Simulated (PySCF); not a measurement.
C3HCl2F, singlet, geometry from GFN2-xTB; CCSD/cc-pVDZ (PySCF).

Here is a job for PySCF.
```python
from pyscf import gto, scf, cc

mol = gto.M(
    atom='''
F    -1.82372083   -1.32490623   -0.10147089
C    -0.91125105   -0.42089370   -0.47511230
Cl   -1.54786662    0.73951826   -1.58212514
C     0.32924237   -0.46065811   -0.09233386
C     1.55626299   -0.41077582    0.32623654
Cl    2.02994582    0.47238314    1.73037117
H     2.37261520   -0.92420187   -0.15968663
''',
    basis='cc-pvdz',
    verbose=4,
    max_memory=1800,
)

mf = scf.RHF(mol)
mf.kernel()

mycc = cc.CCSD(mf, frozen=14)
mycc.kernel()
print('E(CCSD) = %.10f' % mycc.e_tot)
```

Output, abridged:

```
PySCF version 2.14.0

[INPUT] verbose = 4
[INPUT] num. atoms = 7
[INPUT] num. electrons = 62
[INPUT] charge = 0
[INPUT] spin (= nelec alpha-beta = 2S) = 0
[INPUT] symmetry False subgroup None
[INPUT] Mole.unit = angstrom
[INPUT] Symbol           X                Y                Z      unit          X                Y                Z       unit  Magmom
[...]
nuclear repulsion = 302.669924496953
number of shells = 33
number of NR pGTOs = 193
number of NR cGTOs = 97
basis = cc-pvdz
ecp = {}

******** <class 'pyscf.scf.hf.RHF'> ********
method = RHF
initial guess = minao
damping factor = 0
level_shift factor = 0
DIIS = <class 'pyscf.scf.diis.CDIIS'>
diis_start_cycle = 1
diis_space = 8
diis_damp = 0
SCF conv_tol = 1e-09
SCF conv_tol_grad = None
SCF max_cycles = 50
direct_scf = True
direct_scf_tol = 1e-13
Set gradient conv threshold to 3.16228e-05
Initial guess from minao.
init E= -1133.83501777625
[...]
cycle= 1 E= -1132.39285284807  delta_E= 1.44  |g|= 0.732  |ddm|= 2.88
[...]
cycle= 2 E= -1132.50022269546  delta_E= -0.107  |g|= 0.451  |ddm|= 1.37
[...]
cycle= 3 E= -1132.54424513007  delta_E= -0.044  |g|= 0.0674  |ddm|= 0.399
[...]
cycle= 4 E= -1132.54651027469  delta_E= -0.00227  |g|= 0.0299  |ddm|= 0.179
[...]
cycle= 5 E= -1132.54688502078  delta_E= -0.000375  |g|= 0.00923  |ddm|= 0.0559
[...]
cycle= 6 E= -1132.54694217527  delta_E= -5.72e-05  |g|= 0.00337  |ddm|= 0.023
[...]
cycle= 7 E= -1132.54695097825  delta_E= -8.8e-06  |g|= 0.00128  |ddm|= 0.00977
[...]
cycle= 8 E= -1132.54695189618  delta_E= -9.18e-07  |g|= 0.000394  |ddm|= 0.00289
[...]
cycle= 9 E= -1132.5469519965  delta_E= -1e-07  |g|= 9.65e-05  |ddm|= 0.00108
[...]
cycle= 10 E= -1132.54695200326  delta_E= -6.76e-09  |g|= 4.71e-05  |ddm|= 0.000308
[...]
cycle= 11 E= -1132.54695200437  delta_E= -1.11e-09  |g|= 1.16e-05  |ddm|= 9.63e-05
[...]
cycle= 12 E= -1132.54695200446  delta_E= -9.28e-11  |g|= 3.15e-06  |ddm|= 3.75e-05
[...]
Extra cycle  E= -1132.54695200447  delta_E= -1.23e-11  |g|= 1.53e-06  |ddm|= 6.58e-06
converged SCF energy = -1132.54695200447

******** <class 'pyscf.cc.ccsd.CCSD'> ********
CC2 = 0
CCSD nocc = 17, nmo = 83
frozen orbitals 14
max_cycle = 50
direct = 0
conv_tol = 1e-07
conv_tol_normt = 1e-05
diis_space = 6
diis_start_cycle = 0
diis_start_energy_diff = 1e+09
Init t2, MP2 energy = -1133.38357583438  E_corr(MP2) -0.836623829904781
Init E_corr(CCSD) = -0.83662382990607
cycle = 1  E_corr(CCSD) = -0.848794386345557  dE = -0.0121705564  norm(t1,t2) = 0.0776212
cycle = 2  E_corr(CCSD) = -0.870640068265019  dE = -0.0218456819  norm(t1,t2) = 0.0278573
cycle = 3  E_corr(CCSD) = -0.871438457744753  dE = -0.00079838948  norm(t1,t2) = 0.0149039
cycle = 4  E_corr(CCSD) = -0.875104839238393  dE = -0.00366638149  norm(t1,t2) = 0.00631618
cycle = 5  E_corr(CCSD) = -0.875310279350744  dE = -0.000205440112  norm(t1,t2) = 0.00170301
cycle = 6  E_corr(CCSD) = -0.875125897944373  dE = 0.000184381406  norm(t1,t2) = 0.000644851
cycle = 7  E_corr(CCSD) = -0.875093318712989  dE = 3.25792314e-05  norm(t1,t2) = 0.000180236
cycle = 8  E_corr(CCSD) = -0.875104120236916  dE = -1.08015239e-05  norm(t1,t2) = 7.741e-05
cycle = 9  E_corr(CCSD) = -0.875105885321591  dE = -1.76508468e-06  norm(t1,t2) = 3.42696e-05
cycle = 10  E_corr(CCSD) = -0.875106854852006  dE = -9.69530415e-07  norm(t1,t2) = 9.8386e-06
cycle = 11  E_corr(CCSD) = -0.875107000022665  dE = -1.45170659e-07  norm(t1,t2) = 5.47526e-06
cycle = 12  E_corr(CCSD) = -0.875107011737531  dE = -1.17148669e-08  norm(t1,t2) = 2.18895e-06
CCSD converged
E(CCSD) = -1133.42205901621  E_corr = -0.8751070117375315
E(CCSD) = -1133.4220590162
```
